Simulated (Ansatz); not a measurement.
`N=C(F)S[SiH2]F` + `C[SiH2]O` → `C[SiH2]O[SiH2]F` + `N=C(F)S`  (ligand exchange at the Si–S bond)

Program: Ansatz. Geometries: PBE0-D4/def2-TZVP. ΔE: electronic, gas phase. CCSD(T)/CBS adds triple-zeta CCSD(T) − MP2 to the extrapolated MP2 energy (def2 sets, frozen cores). This one scheme is used for every species. Each species was taken in one conformer, which may not be the lowest.

| species | CCSD(T)/CBS(def2) energy (Eh) |
| --- | --- |
| `N=C(F)S[SiH2]F` | -981.06069 |
| `C[SiH2]O` | -405.96945 |
| `C[SiH2]O[SiH2]F` | -795.56184 |
| `N=C(F)S` | -591.49692 |

Work out ΔE.

ΔE = (-795.56184) + (-591.49692) − (-981.06069) − (-405.96945) = -0.02862 Eh = -75.1 kJ/mol.

Largest T1 diagnostic among the species: 0.014.

From BLYP to BHLYP (50 % exact exchange), in def2-TZVPP and without D4, ΔE moves by −11.6 kJ/mol. Leaving LDA and LC-ωPBE aside and taking each functional with its dispersion term where it has one, the values, not all of them listed here, spread over 27.2 kJ/mol, from BHLYP-D4 to revPBE-D4. In def2-TZVPP, CCSD(T) changes the Hartree–Fock value by +20.7 kJ/mol (the triples alone add +4.2 kJ/mol) and MP2 by +23.1 kJ/mol.
